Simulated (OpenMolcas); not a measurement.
Nb²⁺: effect of the basis set

```
Program             : OpenMolcas
Method              : SS-CASPT2, IPEA 0.25 Eh, imaginary shift 0.1 Eh (closed shells correlated: 4s 4p)
Active space        : 3 electrons in 6 orbitals (4d 5s)
State averaging     : 2S+1 = 4 even, 20 roots; 2S+1 = 2 even, 70 roots kept (CI in the orbitals of an earlier block)
Spin-orbit coupling : state interaction with AMFI integrals over the reference wave functions, term energies averaged over their components
```

A. ANO-R1 [6s4p3d1f], X2C, finite nucleus; CASPT2 step of the order of 19 core-seconds
B. ANO-R2 [7s5p4d2f1g], X2C, finite nucleus; CASPT2 step roughly 40 core-seconds
C. ANO-RCC-VTZP [7s6p4d2f1g], DKH2, point nucleus; CASPT2 step roughly 30 core-seconds
D. ANO-RCC-VQZP [8s7p5d3f2g1h], DKH2, point nucleus; CASPT2 step roughly 110 core-seconds
E. ANO-R3 [8s6p6d3f2g1h], X2C, finite nucleus; CASPT2 step of the order of 90 core-seconds

Energies in cm⁻¹ above 4d³ ⁴F_3/2, the measured ground level; measured values from the list in Shadmi, J. Res. Natl. Bur. Stand. 70A, 435 (1966).

```
               Level      A      B      C      D      E  Measured
          4d³ ⁴F_3/2    0.0    0.0    0.0    0.0    0.0       0.0
          4d³ ⁴F_5/2    545    530    536    530    537       516
          4d³ ⁴F_7/2   1245   1209   1222   1208   1221      1177
          4d³ ⁴F_9/2   2050   1992   2010   1987   2010      1939
   4d³ ⁴P_3/2 [71 %]   9190   8800   8850   8800   8800      8608
          4d³ ⁴P_1/2   9260   8880   8920   8890   8900      8664
          4d³ ⁴P_5/2  10230   9830   9870   9860   9890      9594
          4d³ ²G_7/2  10360   9630   9700   9340   9320      9236
          4d³ ²G_9/2  10980  10200  10290   9910   9890      9804
          4d³ ²P_1/2  11410  10880  11050  10800  10790          
4d³ ²D_3/2(1) [71 %]  13860  13410  13560  13250  13220          
       4d³ ²D_5/2(1)  14010  13600  13730  13410  13370     13094
          4d³ ²H_9/2  14750  13520  13690  13160  13080     12916
         4d³ ²H_11/2  15140  13870  14050  13500  13410     13264
          4d³ ²F_7/2  21380  20410  20620  20170  20150     19861
          4d³ ²F_5/2  21440  20430  20680  20180  20170     19975
       4d² 5s ⁴F_3/2  25010  25230  26490  25620  25390     25220
       4d² 5s ⁴F_5/2  25520  25720  26980  26110  25890          
       4d² 5s ⁴F_7/2  26230  26410  27680  26790  26580          
       4d² 5s ⁴F_9/2  27100  27260  28550  27640  27440     27374
       4d² 5s ⁴P_1/2  34640  34920  36330  35250  35320     34514
4d² 5s ²D_3/2 [53 %]  35410  35770  35700  35940  35970          
       4d³ ²D_3/2(2)  35550  33500  34540  33070  32970          
       4d² 5s ²F_7/2  35650  34510  35330  34260  34350     35079
```

Deviations, from unrounded energies. A percentage is the sum of absolute deviations over the sum of measured energies, with the sign that they share, or ± where signs differ.

| Against measurement | Levels | A | B | C | D | E |
| --- | --- | --- | --- | --- | --- | --- |
| mean absolute deviation (cm-1) | 17 | 770 | 310 | 590 | 270 | 230 |
| fine structure of the ground term (%) | 3 | +5.8 | +2.7 | +3.9 | +2.6 | +3.7 |
| other terms of the ground configuration (%) | 10 | +9.4 | +3.3 | +4.3 | +1.8 | +1.6 |
| other configurations (%) | 4 | ±1.0 | ±0.9 | +3.7 | ±1.8 | ±1.4 |

E lies closest to measurement on these levels and A furthest from it. The largest miss of E in the table is 4d² 5s ⁴P_1/2, by +800 cm-1. The ranking rests on the paired levels alone, and a cruder setting can come out closer through cancelling errors.

The two smallest mean deviations differ by little beside CASPT2's spread within terms, so their order carries little weight.

Among A to E the level of the table that moves most is 4d³ ²D_3/2(2), by 2600 cm-1 (lowest in E, highest in A). Moves below CASPT2's spread within the term are not significant.

CASPT2 does not keep the components of a term degenerate, so their means are used; among the terms shown or strongly mixed into the levels shown the widest spread is 620 cm-1 (4d² 5s ⁴F, E). Terms from blocks run as CI alone lack orbitals of their own. A single d shell beside an s shell can misplace configurations of different d count against each other. The CASPT2 spread within a term exceeds the gap to the next term for 4d² 5s ²D and 4d² 5s ²F, 4d² 5s ²F and 4d² 5s ⁴P, so the order of their levels is uncertain, and so are names and mixing where such terms share a J (figures for A; the like holds for C, D, E). Configurations are named by rounded mean occupations; where the s occupation lies near a half they are strongly mixed, a name can repeat and a true partner stay unpaired (holds for A; C). Measured partners are found by configuration, term and J. A level has none where our copy of the source lacks it or the pairing is in doubt (some pairs that miss far off the trend of their configuration count as doubtful), and it then counts in no deviation. Levels of configurations outside the active space are missing. The table leaves out levels that lie high or whose names do not pair safely across all columns.

A share in square brackets marks a mixed level and gives the weight of the term that names it, the lowest over the columns. A number in round brackets counts repeated terms of one configuration in the order of the reference energies.
